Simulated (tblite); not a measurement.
Record of a relaxation.

Compound: C₃H₁₄OSi₃.
Atom-mapped SMILES: `[CH3:1][CH:2]([CH3:3])[SiH2:4][SiH2:5][O:6][SiH3:7]` (hydrogens: H8, H9, H10 on C1; H11 on C2; H12, H13, H14 on C3; H15, H16 on Si4; H17, H18 on Si5; H19, H20, H21 on Si7)

Computed with GFN2-xTB (tblite), gas phase: L-BFGS steps from a force-field or distance-geometry start until the largest atomic force falls under 0.01 eV/Å. 9 of its 235 geometries are shown.

Step 0: E = -622.3152 eV, largest atomic force 2.833 eV/Å
```
atom  x, y, z in Å  |  force x, y, z in eV/Å
C1     -1.680    0.840    0.940   -0.265   0.237   0.569
C2     -1.929   -0.458    0.202    0.290  -0.564   1.345
C3     -3.076   -0.253   -0.713   -2.367   0.185   0.145
Si4    -0.353   -0.936   -0.657    1.103  -1.307  -0.165
Si5     1.385    0.257    0.099    0.942  -0.957   0.305
O6      2.689   -0.840    0.293    0.554   2.759  -0.327
Si7     4.198   -0.010    0.335   -0.945  -0.815   0.567
H8     -0.918    0.650    1.715   -0.472   0.586  -0.350
H9     -1.353    1.579    0.179   -0.110  -0.123   0.922
H10    -2.621    1.169    1.437    0.675   0.036  -0.299
H11    -2.159   -1.240    0.977    0.034   0.500  -0.636
H12    -2.956   -0.706   -1.707   -0.194   0.333   0.418
H13    -3.984   -0.696   -0.203    0.606   0.404  -0.931
H14    -3.282    0.848   -0.759    0.098  -0.988  -0.574
H15    -0.407   -0.775   -2.097   -0.287  -0.073  -0.418
H16    -0.080   -2.348   -0.326   -0.237  -0.113  -0.269
H17     1.089    0.941    1.358    0.561   0.103   0.044
H18     1.664    1.269   -0.921    0.245   0.180   0.100
H19     5.225   -0.854   -0.265   -0.270  -0.061  -0.034
H20     4.511    0.296    1.752   -0.147  -0.182  -0.326
H21     4.029    1.282   -0.332    0.184  -0.140  -0.085
```

Step 29: E = -623.4369 eV, largest atomic force 0.202 eV/Å
```
atom  x, y, z in Å  |  force x, y, z in eV/Å
C1     -1.863    0.827    1.070   -0.037  -0.067  -0.062
C2     -1.977   -0.459    0.253    0.037  -0.147  -0.051
C3     -3.122   -0.350   -0.759    0.029   0.023  -0.059
Si4    -0.311   -0.959   -0.585   -0.059   0.009  -0.113
Si5     1.375    0.481    0.031    0.003   0.093   0.029
O6      2.867   -0.172   -0.072    0.048  -0.005   0.033
Si7     4.444   -0.014    0.297    0.052   0.027  -0.129
H8     -1.190    0.701    1.916   -0.037  -0.016  -0.038
H9     -1.478    1.632    0.448   -0.040   0.067   0.029
H10    -2.838    1.122    1.453   -0.040   0.024   0.028
H11    -2.232   -1.272    0.939   -0.058  -0.002   0.100
H12    -3.005   -1.064   -1.571    0.005  -0.052   0.051
H13    -4.097   -0.531   -0.306    0.104   0.092   0.091
H14    -3.131    0.646   -1.196    0.004   0.034  -0.055
H15    -0.539   -0.845   -2.043    0.022  -0.074   0.045
H16    -0.202   -2.404   -0.313    0.107   0.001  -0.053
H17     1.266    0.958    1.413    0.060   0.079   0.089
H18     1.401    1.671   -0.835    0.067   0.019   0.038
H19     5.056   -1.225   -0.247   -0.095   0.046   0.002
H20     4.599    0.067    1.751   -0.066   0.003  -0.047
H21     4.968    1.208   -0.335   -0.109  -0.154   0.072
```

Step 58: E = -623.5601 eV, largest atomic force 0.053 eV/Å
```
atom  x, y, z in Å  |  force x, y, z in eV/Å
C1     -1.953    0.785    1.100   -0.005  -0.028  -0.001
C2     -1.946   -0.485    0.252   -0.023  -0.001  -0.032
C3     -3.040   -0.404   -0.808   -0.032   0.015  -0.036
Si4    -0.226   -0.828   -0.546    0.005  -0.034   0.018
Si5     1.347    0.729    0.106   -0.006  -0.025   0.012
O6      2.772   -0.026   -0.132    0.006   0.005   0.011
Si7     4.351   -0.131    0.207   -0.018  -0.009   0.008
H8     -1.267    0.692    1.939   -0.002   0.028   0.003
H9     -1.654    1.652    0.510   -0.040  -0.028   0.021
H10    -2.952    0.969    1.498    0.020   0.029  -0.001
H11    -2.202   -1.322    0.909    0.023   0.030   0.009
H12    -3.105   -1.335   -1.367    0.023   0.016   0.001
H13    -4.011   -0.217   -0.348    0.016  -0.006  -0.012
H14    -2.840    0.402   -1.513    0.002  -0.020   0.034
H15    -0.429   -0.844   -2.010    0.014   0.003   0.009
H16     0.097   -2.233   -0.220    0.021   0.020  -0.012
H17     1.353    1.142    1.517   -0.023   0.021   0.021
H18     1.423    1.974   -0.672   -0.011  -0.001  -0.006
H19     4.732   -1.414   -0.370    0.005  -0.016  -0.026
H20     4.517   -0.102    1.660    0.004  -0.003  -0.001
H21     5.024    1.011   -0.404    0.020   0.005  -0.021
```

Step 88: E = -623.5718 eV, largest atomic force 0.028 eV/Å
```
atom  x, y, z in Å  |  force x, y, z in eV/Å
C1     -2.026    0.791    1.094    0.000  -0.004   0.007
C2     -1.943   -0.487    0.262    0.002   0.009  -0.006
C3     -2.988   -0.438   -0.848   -0.002  -0.001   0.000
Si4    -0.185   -0.788   -0.463    0.007   0.007  -0.009
Si5     1.325    0.821    0.204    0.004   0.015   0.011
O6      2.779    0.130   -0.020   -0.009  -0.017   0.001
Si7     4.352   -0.200    0.143    0.005  -0.006  -0.005
H8     -1.314    0.773    1.915   -0.007  -0.001   0.013
H9     -1.816    1.667    0.480    0.013  -0.017   0.000
H10    -3.024    0.910    1.516   -0.006  -0.002  -0.004
H11    -2.198   -1.327    0.916   -0.004   0.027   0.007
H12    -3.007   -1.370   -1.407    0.015  -0.010   0.001
H13    -3.982   -0.266   -0.435   -0.017  -0.007  -0.006
H14    -2.765    0.370   -1.541   -0.024   0.009  -0.012
H15    -0.330   -0.821   -1.933    0.004  -0.006  -0.006
H16     0.181   -2.177   -0.120    0.006  -0.011   0.014
H17     1.306    1.262    1.606    0.003  -0.007   0.008
H18     1.350    2.047   -0.608    0.008   0.011   0.001
H19     4.518   -1.494   -0.513    0.001   0.018  -0.010
H20     4.664   -0.265    1.570   -0.007   0.006   0.002
H21     5.094    0.878   -0.508    0.009  -0.013  -0.006
```

Step 117: E = -623.5767 eV, largest atomic force 0.025 eV/Å
```
atom  x, y, z in Å  |  force x, y, z in eV/Å
C1     -2.080    0.815    1.077    0.000   0.010  -0.001
C2     -1.944   -0.473    0.267   -0.006   0.014   0.004
C3     -2.957   -0.474   -0.874   -0.004   0.000  -0.007
Si4    -0.159   -0.751   -0.400    0.021   0.012   0.005
Si5     1.331    0.873    0.281   -0.015  -0.016  -0.011
O6      2.781    0.188    0.023    0.002  -0.001   0.004
Si7     4.337   -0.239    0.075    0.018  -0.004   0.010
H8     -1.421    0.806    1.943   -0.004  -0.005  -0.009
H9     -1.829    1.683    0.470   -0.004  -0.002  -0.002
H10    -3.104    0.938    1.433    0.015  -0.001  -0.008
H11    -2.200   -1.305    0.931   -0.002  -0.008  -0.004
H12    -2.891   -1.396   -1.446   -0.006   0.005   0.008
H13    -3.974   -0.381   -0.493    0.004   0.001   0.004
H14    -2.772    0.360   -1.549    0.001  -0.009   0.003
H15    -0.259   -0.822   -1.873    0.005  -0.004   0.008
H16     0.225   -2.123   -0.007   -0.007  -0.001  -0.004
H17     1.323    1.278    1.694    0.006  -0.008   0.011
H18     1.355    2.118   -0.502   -0.005   0.002   0.001
H19     4.401   -1.520   -0.625   -0.013   0.008  -0.006
H20     4.726   -0.364    1.479   -0.007   0.007  -0.005
H21     5.103    0.808   -0.598    0.002   0.002  -0.002
```

Step 146: E = -623.5869 eV, largest atomic force 0.044 eV/Å
```
atom  x, y, z in Å  |  force x, y, z in eV/Å
C1     -2.139    0.905    0.950    0.018  -0.004  -0.002
C2     -1.899   -0.443    0.276    0.006  -0.003   0.007
C3     -2.818   -0.584   -0.934    0.012  -0.011   0.013
Si4    -0.054   -0.710   -0.205   -0.029   0.014  -0.025
Si5     1.328    0.950    0.604    0.013   0.012   0.007
O6      2.848    0.530    0.202   -0.019   0.003  -0.027
Si7     4.190   -0.298   -0.140    0.015   0.000  -0.027
H8     -1.544    0.997    1.857   -0.021   0.023   0.001
H9     -1.869    1.723    0.283   -0.010   0.005   0.005
H10    -3.190    1.020    1.216    0.015   0.011   0.011
H11    -2.182   -1.223    0.991   -0.005   0.012   0.005
H12    -2.695   -1.560   -1.397    0.004  -0.016  -0.017
H13    -3.862   -0.474   -0.643    0.006   0.001  -0.002
H14    -2.591    0.177   -1.678   -0.002   0.002   0.000
H15    -0.001   -0.801   -1.679    0.000  -0.006   0.003
H16     0.289   -2.074    0.244    0.024  -0.011  -0.004
H17     1.381    1.145    2.060   -0.016  -0.026   0.010
H18     1.166    2.282    0.003    0.025  -0.026  -0.009
H19     3.815   -1.471   -0.930   -0.033   0.011   0.004
H20     4.782   -0.692    1.135    0.021   0.011   0.012
H21     5.037    0.617   -0.904   -0.024  -0.003   0.037
```

Step 176: E = -623.5957 eV, largest atomic force 0.082 eV/Å
```
atom  x, y, z in Å  |  force x, y, z in eV/Å
C1     -2.149    1.020    0.819   -0.008   0.031   0.013
C2     -1.877   -0.384    0.286   -0.038  -0.002  -0.009
C3     -2.796   -0.680   -0.893   -0.029  -0.010   0.007
Si4    -0.047   -0.669   -0.222   -0.026  -0.019   0.003
Si5     1.351    0.866    0.771    0.012  -0.036  -0.011
O6      2.866    0.538    0.284    0.031  -0.021  -0.007
Si7     4.168   -0.287   -0.197   -0.052   0.044  -0.007
H8     -1.542    1.227    1.698    0.001   0.018   0.000
H9     -1.924    1.772    0.065    0.014   0.007  -0.017
H10    -3.199    1.132    1.098    0.051  -0.024  -0.017
H11    -2.127   -1.088    1.086   -0.009  -0.018   0.009
H12    -2.647   -1.699   -1.241   -0.043  -0.004  -0.007
H13    -3.843   -0.554   -0.616    0.020  -0.028  -0.014
H14    -2.579   -0.006   -1.719   -0.036   0.005   0.006
H15    -0.024   -0.688   -1.701    0.057   0.045   0.039
H16     0.255   -2.070    0.141    0.014  -0.012  -0.022
H17     1.399    0.790    2.237    0.013   0.013   0.046
H18     1.202    2.275    0.399   -0.021   0.056  -0.015
H19     3.702   -1.386   -1.040   -0.004  -0.060   0.000
H20     4.840   -0.761    1.010    0.017  -0.012  -0.005
H21     4.963    0.669   -0.959    0.036   0.027   0.011
```

Step 205: E = -623.6372 eV, largest atomic force 0.028 eV/Å
```
atom  x, y, z in Å  |  force x, y, z in eV/Å
C1     -2.200    1.217    0.506   -0.008  -0.013   0.006
C2     -1.910   -0.263    0.275   -0.002  -0.015  -0.005
C3     -2.963   -0.862   -0.651   -0.001  -0.003   0.000
Si4    -0.143   -0.518   -0.420    0.004   0.010  -0.005
Si5     1.414    0.508    0.934    0.023  -0.009   0.014
O6      2.861    0.096    0.323   -0.018  -0.010   0.000
Si7     4.377   -0.237   -0.116    0.010   0.006  -0.009
H8     -1.483    1.654    1.199    0.016   0.009   0.010
H9     -2.146    1.762   -0.434   -0.011   0.021   0.007
H10    -3.198    1.357    0.922   -0.004  -0.002  -0.020
H11    -1.989   -0.775    1.241    0.005   0.001   0.005
H12    -2.782   -1.922   -0.809    0.007   0.009  -0.003
H13    -3.962   -0.746   -0.231   -0.008   0.002   0.010
H14    -2.947   -0.365   -1.619    0.016  -0.012   0.009
H15    -0.171    0.002   -1.803    0.015   0.003  -0.010
H16     0.045   -1.974   -0.584   -0.008   0.000   0.004
H17     1.457    0.082    2.342   -0.015  -0.002  -0.012
H18     1.420    1.978    0.947   -0.004   0.010  -0.004
H19     4.272   -1.328   -1.082    0.000  -0.006   0.002
H20     5.119   -0.627    1.082   -0.015   0.001  -0.002
H21     4.923    0.980   -0.713   -0.001   0.002   0.001
```

Step 234: E = -623.6391 eV, largest atomic force 0.008 eV/Å
```
atom  x, y, z in Å  |  force x, y, z in eV/Å
C1     -2.202    1.219    0.523    0.005  -0.001   0.000
C2     -1.910   -0.258    0.271   -0.004  -0.001  -0.003
C3     -2.989   -0.859   -0.622   -0.003   0.003   0.000
Si4    -0.167   -0.503   -0.483    0.006   0.003   0.002
Si5     1.424    0.468    0.869   -0.004   0.007  -0.001
O6      2.838   -0.048    0.257    0.003  -0.004  -0.005
Si7     4.409   -0.231   -0.068   -0.005  -0.002  -0.002
H8     -1.473    1.651    1.207    0.002   0.002  -0.003
H9     -2.169    1.778   -0.410   -0.001   0.002   0.003
H10    -3.194    1.349    0.957    0.001  -0.002   0.000
H11    -1.952   -0.774    1.237   -0.003  -0.001  -0.001
H12    -2.810   -1.919   -0.784   -0.001   0.000   0.002
H13    -3.976   -0.742   -0.175    0.000  -0.003  -0.002
H14    -2.997   -0.365   -1.591   -0.002  -0.001  -0.001
H15    -0.214    0.059   -1.849   -0.004  -0.001   0.001
H16    -0.005   -1.956   -0.693    0.004  -0.001   0.000
H17     1.435    0.066    2.284    0.003   0.002   0.001
H18     1.498    1.937    0.860   -0.001  -0.004   0.004
H19     4.455   -1.335   -1.023    0.001   0.000   0.002
H20     5.098   -0.545    1.183    0.001   0.001   0.002
H21     4.891    1.025   -0.638    0.002   0.001   0.001
```

**Question.** Summarise the path.

**Answer.** The energy falls by 127.75 kJ/mol from step 0 to step 234; nine tenths of that is first reached at step 38. It falls at every step. The largest force goes from 2.833 to 0.008 eV/Å. Among the bonds O6–Si7 changes most, from 1.723 to 1.615 Å; the atoms move by 1.001 Å rms after alignment.

**Question.** Follow the three bonds and two angles with the largest change from start to end.

**Answer.** 
```
step  E above end (kJ/mol)  largest force (eV/Å)  O6–Si7 (Å)  Si5–O6 (Å)  Si4–Si5 (Å)  Si5–O6–Si7 (°)  Si4–Si5–H18 (°)
   0                127.75                 2.833       1.723       1.715        2.240           111.2            106.3
  10                 43.70                 0.445       1.625       1.633        2.306           126.8            111.9
  20                 28.84                 0.277       1.626       1.634        2.322           135.7            110.6
  31                 18.45                 0.293       1.630       1.636        2.311           146.2            111.4
  41                 11.10                 0.223       1.623       1.634        2.309           149.3            114.6
  51                  8.29                 0.111       1.622       1.632        2.303           146.8            116.6
  61                  7.50                 0.040       1.619       1.629        2.306           149.0            117.2
  71                  7.09                 0.055       1.618       1.628        2.306           152.2            116.3
  81                  6.66                 0.063       1.617       1.627        2.308           157.2            115.6
  92                  6.36                 0.056       1.615       1.626        2.310           162.5            115.9
 102                  6.17                 0.015       1.615       1.626        2.306           164.3            116.7
 112                  6.07                 0.040       1.615       1.626        2.305           164.0            116.8
 122                  5.99                 0.025       1.614       1.625        2.305           165.9            116.7
 132                  5.85                 0.060       1.614       1.624        2.304           169.4            116.0
 142                  5.26                 0.158       1.618       1.625        2.309           165.7            116.1
 153                  4.78                 0.035       1.614       1.627        2.305           160.7            116.5
 163                  4.69                 0.022       1.614       1.627        2.304           159.9            117.1
 173                  4.44                 0.064       1.614       1.628        2.305           159.6            117.8
 183                  2.76                 0.132       1.613       1.626        2.300           165.0            117.0
 193                  0.65                 0.069       1.613       1.624        2.306           174.1            117.4
 203                  0.23                 0.036       1.613       1.624        2.307           173.7            117.0
 214                  0.09                 0.015       1.614       1.624        2.303           169.4            117.0
 224                  0.04                 0.017       1.614       1.624        2.304           165.9            117.3
 234                  0.00                 0.008       1.615       1.625        2.303           163.4            116.9
```

What follows is the cost of the whole relaxation. On Arm Neoverse N1, one thread, no GPU, on a shared host, this took 3.9 s wall.
